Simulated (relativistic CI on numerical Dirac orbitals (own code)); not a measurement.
Line list: Electric-dipole lines, Ar II

These numbers are calculated, not measured: Dirac-Coulomb-Breit CI, orbitals from a KLI potential per configuration, QED by a radiative potential, valence Slater integrals scaled by 0.85, configuration energies shifted to the measured levels that pair with them (semi-empirical) (own radial code, finite nucleus).

Configuration list (outside the closed core [Ne]): 3s2.3p5, 3s.3p6, 3s2.3p4.3d, 3s2.3p4.4s, 3s2.3p4.4p, 3s2.3p3.3d2, 3s.3p5.3d, 3s2.3p4.5s, 3s2.3p4.4d, 3s2.3p4.5p, 3s2.3p4.4f, 3s2.3p4.5d, 3s2.3p3.4s2, 3s2.3p4.5f, 3s2.3p4.5g, 3s2.3p3.3d.4s, 3s2.3p3.4s.4p, 3s2.3p3.3d.4p, 3p5.3d2, 3s2.3p3.4p2, 3s.3p5.4s. Levels of other configurations are missing.

```tsv
λ vac (nm)	Lower	Upper	A (s⁻¹)	log gf	S velocity/length
57.638	3s2.3p5 2P°_3/2 [1]	3s2.3p4.3d 2P_1/2 [54]	2.38e+09	-0.63	1.12
57.733	3s2.3p5 2P°_3/2 [1]	3s2.3p4.3d 2P_3/2 [52]	4.31e+09	-0.06	1.09
58.112	3s2.3p5 2P°_1/2 [2]	3s2.3p4.3d 2P_1/2 [54]	4.37e+09	-0.35	1.11
58.209	3s2.3p5 2P°_1/2 [2]	3s2.3p4.3d 2P_3/2 [52]	2.42e+09	-0.31	1.16
58.826	3s2.3p5 2P°_3/2 [1]	3s2.3p4.4s 2S_1/2 [45]	1.88e+09	-0.71	0.94
59.320	3s2.3p5 2P°_1/2 [2]	3s2.3p4.4s 2S_1/2 [45]	1.01e+09	-0.97	0.92
61.108	3s2.3p5 2P°_3/2 [1]	3s2.3p4.3d 2F_5/2 [43]	1.00e+07	-2.47	1.20
66.454	3s2.3p5 2P°_3/2 [1]	3s2.3p4.3d 2F_5/2 [25]	9.79e+07	-1.41	0.87
67.812	3s2.3p5 2P°_3/2 [1]	3s2.3p4.3d 4P_5/2 [21]	3.66e+06	-2.82	0.99
72.002	3s2.3p5 2P°_3/2 [1]	3s2.3p4.4s 2P_1/2 [12]	1.14e+09	-0.75	0.82
72.530	3s2.3p5 2P°_3/2 [1]	3s2.3p4.4s 2P_3/2 [11]	2.68e+09	-0.07	0.81
72.744	3s2.3p5 2P°_1/2 [2]	3s2.3p4.4s 2P_1/2 [12]	2.04e+09	-0.49	0.82
73.282	3s2.3p5 2P°_1/2 [2]	3s2.3p4.4s 2P_3/2 [11]	4.41e+08	-0.85	0.81
74.027	3s2.3p5 2P°_3/2 [1]	3s2.3p4.4s 4P_3/2 [9]	5.98e+07	-1.71	0.81
74.493	3s2.3p5 2P°_3/2 [1]	3s2.3p4.4s 4P_5/2 [8]	2.38e+06	-2.93	0.79
74.516	3s2.3p5 2P°_1/2 [2]	3s2.3p4.4s 4P_1/2 [10]	1.40e+07	-2.63	0.82
74.811	3s2.3p5 2P°_1/2 [2]	3s2.3p4.4s 4P_3/2 [9]	6.11e+06	-2.69	0.82
```

Terms are leading LS components. Brackets give the number of a level in order of energy, since labels repeat. The list gives strong lines, with weight on those to low levels, without configurations that were not tied to measured data, among the lowest 222 of 845 levels, so that lines to higher ones, which can be the strongest, are missing, and without lines across small gaps between configurations, and without 13 lines that miss the measured interval by over 3.5 %, start from a term whose rates miss tabulated ones by over 60 %, have gauges far apart or, lacking measured levels, span too small a gap for the errors found; lines with a level outside our table were not tested and can miss by more. Levels whose partners in the same complex of configurations lie outside the list can be far off, and so can their lines. Rates are taken at the computed energies, electric ones in the length gauge. A velocity-to-length ratio far from 1 marks an uncertain rate.

Configurations whose levels could be paired with our table of measured levels were shifted onto them, all but the ground configuration, by the median error of their levels; single terms can still be off by 1,000 to 2,000 cm⁻¹ or more, and rates follow the energies as ν³ (E1, M1) or ν⁵ (E2). The others borrow a shift and can be off by several thousand cm⁻¹ or more. The fine structure of a lone outer electron comes out too small, for d and f at times inverted, and misplaced configurations move strength between like terms. 32 of the 34 excited levels that our extract of the measured tables holds in this range could be paired (the sources list more); they are missed by 255 cm⁻¹ on average and 635 at most, after the shifts were fitted to these levels, and levels without a partner can miss by more.

LS names give the leading component of a level, which can be under half, so a name can repeat, a term be missing and a line seem to break the LS rules.
